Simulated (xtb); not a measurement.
xtb input:

```bash
xtb mol.xyz --gfn 1 --opt tight --chrg 0 --uhf 0
```
mol.xyz:
```
3

Sr     0.18626027    -0.31630097     0.11351357
Cl     1.54378434     0.76688219    -1.84975441
Cl    -1.96013083    -0.05985650     1.59601820
```

Task: Predict the final energy.

Result: -9.20218 Eh (GFN1-xTB).
